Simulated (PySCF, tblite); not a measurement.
One entry of a table of gas-phase calculations, keyed by method. Lists by class give the value and the number of equivalent atoms.

```json
{
 "formula": "C7H11ClO2",
 "smiles": "CC/C(C(=O)Cl)=C(\\C)OC",
 "charge": 0,
 "multiplicity": 1,
 "geometry_level": "GFN2-xTB",
 "atoms_angstrom": [
  ["C", 2.393, -0.813, 0.669],
  ["C", 1.684, -0.578, -0.666],
  ["C", 0.592, 0.453, -0.546],
  ["C", 0.871, 1.847, -0.805],
  ["O", 0.128, 2.776, -0.855],
  ["Cl", 2.619, 2.204, -1.056],
  ["C", -0.678, 0.133, -0.15],
  ["C", -1.104, -1.255, 0.216],
  ["O", -1.588, 1.112, -0.077],
  ["C", -2.903, 0.855, 0.359],
  ["H", 1.689, -1.133, 1.433],
  ["H", 3.159, -1.576, 0.559],
  ["H", 2.868, 0.105, 1.004],
  ["H", 1.277, -1.517, -1.042],
  ["H", 2.416, -0.231, -1.394],
  ["H", -0.293, -1.964, 0.117],
  ["H", -1.453, -1.277, 1.249],
  ["H", -1.928, -1.573, -0.422],
  ["H", -3.407, 1.819, 0.325],
  ["H", -2.927, 0.473, 1.383],
  ["H", -3.422, 0.155, -0.301]
 ],
 "electronic_structure_code": "PySCF",
 "results": {
  "GFN2-xTB geometry": {
   "point_group": "C1",
   "rotational_constants_GHz": [1.623, 0.82, 0.574]
  },
  "PBE0/pcSseg-1 ground state and GIAO shieldings, non-relativistic": {
   "dipole_D": 6.53,
   "homo_eV": -6.83,
   "lumo_eV": -1.3,
   "shift_vs_computed_TMS_C_by_class_ppm": [
    [177.7, 1],
    [169.2, 1],
    [115.9, 1],
    [55.5, 1],
    [28.6, 1],
    [17.6, 1],
    [16.2, 1]
   ],
   "shift_vs_computed_TMS_H_by_class_ppm": [
    [3.94, 3],
    [2.61, 2],
    [2.14, 3],
    [1.1, 3]
   ],
   "shielding_other_nuclei_by_class_ppm": [
    ["O", -228.6, 1],
    ["O", 175.3, 1],
    ["Cl", 521.0, 1]
   ],
   "charges_hirshfeld_e_by_atom": [-0.12, -0.08, -0.06, 0.15, -0.23, -0.08, 0.12, -0.11, -0.07, -0.02, 0.03, 0.04, 0.03, 0.04, 0.03, 0.06, 0.06, 0.06, 0.07, 0.05, 0.05]
  },
  "GFN2-xTB harmonic vibrations, gas phase": {
   "strongest_ir_bands_cm-1_km_per_mol_modes": [
    [767.6, 134.1, 1],
    [826.7, 112.8, 1],
    [1224.4, 294.7, 1],
    [1247.0, 151.5, 1],
    [1572.4, 455.4, 1],
    [1787.7, 352.9, 1]
   ],
   "zpe_kcal_per_mol": 104.6
  }
 }
}
```

The zero-point energy, half the sum of the 57 harmonic wavenumbers, equals 36580 cm⁻¹ or 438 kJ/mol. With B = h/(8π²I), that is 505.379 GHz u Å² over I, the principal moments of inertia are 311.4, 616.5 and 881.2 u Å² (most abundant isotopes). The rotational constants make it an asymmetric top with κ = (2B − A − C)/(A − C) = -0.53, nearer the prolate limit (−1). A dipole of 6.53 D is allowed in C1, and pure rotational transitions are dipole-allowed. The dipole matches unit charges of opposite sign 1.36 Å apart (1 e·Å = 4.8032 D).

 NMR classes are plain means over equivalent atoms (diastereotopic ones count apart unless rotation or inversion swaps them), as if these changed places fast; in this geometry the members of some classes differ.

Conformer computed: `[CH3:1][CH2:2]/[C:3]([C:4](=[O:5])[Cl:6])=[C:7](\[CH3:8])[O:9][CH3:10]`: C1–C2–C3–C4 92°, C2–C3–C4–O5 174°, C3–C7–O9–C10 -178°.

One conformer stands for the species.
